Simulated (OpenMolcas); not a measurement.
Mn3+: moving the ligands

Mn3+ with 6 ligands (water) in octahedral coordination (Th) at 2 Å. Ligand basis ANO-RCC-VDZP.
```
Mn    0.0000    0.0000    0.0000
O     2.0000    0.0000    0.0000
H     2.5770    0.7797    0.0000
H     2.5770   -0.7797    0.0000
O     0.0000    2.0000    0.0000
H     0.0000    2.5770    0.7797
H     0.0000    2.5770   -0.7797
O    -2.0000    0.0000    0.0000
H    -2.5770    0.7797    0.0000
H    -2.5770   -0.7797    0.0000
O     0.0000   -2.0000    0.0000
H     0.0000   -2.5770    0.7797
H     0.0000   -2.5770   -0.7797
O     0.0000    0.0000    2.0000
H     0.7797    0.0000    2.5770
H    -0.7797    0.0000    2.5770
O     0.0000    0.0000   -2.0000
H     0.7797    0.0000   -2.5770
H    -0.7797    0.0000   -2.5770
```

```yaml
Program: OpenMolcas
Method: "SS-CASPT2, IPEA 0.25 Eh, imaginary shift 0.1 Eh (closed shells correlated: 3s 3p and the ligand valence shells)"
Basis: ANO-RCC-VDZP [5s4p2d1f]
Scalar_Hamiltonian: DKH2, point nucleus
Active_space: 4 electrons in 5 orbitals (3d)
State_averaging: 2S+1 = 5 even, 5 roots; 2S+1 = 3 even, 45 roots; 2S+1 = 1 even, 50 roots
Spin-orbit_coupling: state interaction with AMFI integrals over the reference wave functions
```

Runs around this geometry, states (labels of O, taken over from Oh, the nearest higher group). Energies in cm-1 above the lowest state or level, χT in cm3 K/mol.

```tsv
R (Å)	Ground state	First state of that spin	First gap with spin-orbit (degeneracies)	χT at 300 K	First state of another spin
1.95	5E	5T2 16950	15 (1, 3)	2.955	3T1 6220
2	5E	5T2 14930	13 (1, 3)	2.952	3T1 8290
2.14	5E	5T2 10650	11 (1, 3)	2.931	3T1 12560
```

Taking the first state of the same spin as R^-n, n = -ln(10650 / 16950) / ln(2.14 / 1.95) = 5.0 between the shortest and longest distance.

Roots that are degenerate in the reference are averaged as groups; the widest CASPT2 spread within a group is 400 cm-1 (the 3-fold group of multiplicity 3 near 64300 cm-1 above the lowest state of its run, R = 1.95). Shifts and gaps below about the spread of the groups concerned are not significant. Over all roots computed the reference weight is 0.69 to 0.71 in R = 1.95, 0.69 to 0.71 in R = 2, 0.69 to 0.71 in R = 2.14; a low but even weight reflects the number of correlated electrons. An orbital doublet at a regular site is open to a Jahn-Teller distortion, which this geometry leaves out. This shell can be high or low spin here, a state of another spin lies low, and with metal d orbitals alone active their balance is uncertain, so the ground spin may be wrong. Ligand-to-metal charge-transfer states are missing. These CASPT2 states fit no ligand-field parameters well, so their order and spin gaps are uncertain. With no ligand orbital active B as a rule stays too high, so bands that hang on it stand too high and its fall with covalency is understated. With one d shell and no ligand orbital active, 10Dq can be off by a tenth or more. Free-ion shares, where given, are those of the reference states; single-state CASPT2 does not remix them (holds for R = 2.14). No measured value stands beside these numbers; the geometry was imposed, not optimised, and the real ion may take another.
